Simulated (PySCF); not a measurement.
**Two-component Hartree-Fock for Ti⁺ (titanium, charge +1)**

Start: [Ar] 3d2 4p1; 3d5/2 filled at m_j = +3/2, +5/2; 4p3/2 filled at m_j = +3/2. Calculated with PySCF 2.14 in x2c-TZVPall-2c with one added diffuse shell each of s, p, d type (7s8p5d1f, 63 functions): generalised Hartree-Fock with the X2C-1e Hamiltonian and a Gaussian nucleus; one run each with spin-orbit coupling (SO) switched off, then screened by Boettger's factors. This is a chosen level, not necessarily the ground level.

```json
{"spinor shell": "1s1/2", "electrons": "2", "ε, spin-free (eV)": "-5026.4", "ε, screened SO (eV)": "-5026.4", "weight of nominal j (screened SO)": "1.000", "rms radius, screened SO (bohr)": "0.0804"}
{"spinor shell": "2s1/2", "electrons": "2", "ε, spin-free (eV)": "-597.58", "ε, screened SO (eV)": "-597.60", "weight of nominal j (screened SO)": "1.000", "rms radius, screened SO (bohr)": "0.350"}
{"spinor shell": "2p1/2", "electrons": "2", "ε, spin-free (eV)": "-493.35", "ε, screened SO (eV)": "-497.20", "weight of nominal j (screened SO)": "0.996", "rms radius, screened SO (bohr)": "0.318"}
{"spinor shell": "3s1/2", "electrons": "2", "ε, spin-free (eV)": "-87.426", "ε, screened SO (eV)": "-87.444", "weight of nominal j (screened SO)": "1.000", "rms radius, screened SO (bohr)": "1.08"}
{"spinor shell": "3p3/2", "electrons": "4", "ε, spin-free (eV)": "-57.446", "ε, screened SO (eV)": "-58.044", "weight of nominal j (screened SO)": "0.857", "rms radius, screened SO (bohr)": "1.18"}
{"spinor shell": "3p1/2", "electrons": "2", "ε, spin-free (eV)": "-57.446", "ε, screened SO (eV)": "-56.307", "weight of nominal j (screened SO)": "0.714", "rms radius, screened SO (bohr)": "1.18"}
{"spinor shell": "3d5/2", "electrons": "2", "ε, spin-free (eV)": "-20.370", "ε, screened SO (eV)": "-20.369", "weight of nominal j (screened SO)": "0.897", "rms radius, screened SO (bohr)": "1.63"}
{"spinor shell": "4p3/2", "electrons": "1", "ε, spin-free (eV)": "-9.555", "ε, screened SO (eV)": "-9.541", "weight of nominal j (screened SO)": "1.000", "rms radius, screened SO (bohr)": "4.25"}
```

Where does 2p3/2 lie, and what is the 2p spin-orbit splitting (screened SO)?

At -491.50 eV, 5.701 eV above 2p1/2.

| quantity | spin-free | screened SO |
| --- | --- | --- |
| E (hartree) | -852.39851 | -852.40360 |
| M_J | 11/2 | 11/2 |
| ⟨J²⟩ | 35.755 | 35.755 |
| ⟨L²⟩ | 20.005 | 20.006 |
| ⟨S²⟩ | 3.750 | 3.751 |

Each row is a mean over spinors that exchange with the open shell spreads, by up to 7.643 eV (3p3/2).

Rows whose weight is well below 1 are mixtures of j = l ± 1/2: exchange outweighs spin-orbit coupling there, and the label is only the starting occupation.

Without spin-orbit coupling the j labels of p, d and f shells carry no meaning; the spin-free column gives the mean over the occupied spinors of each nl shell.
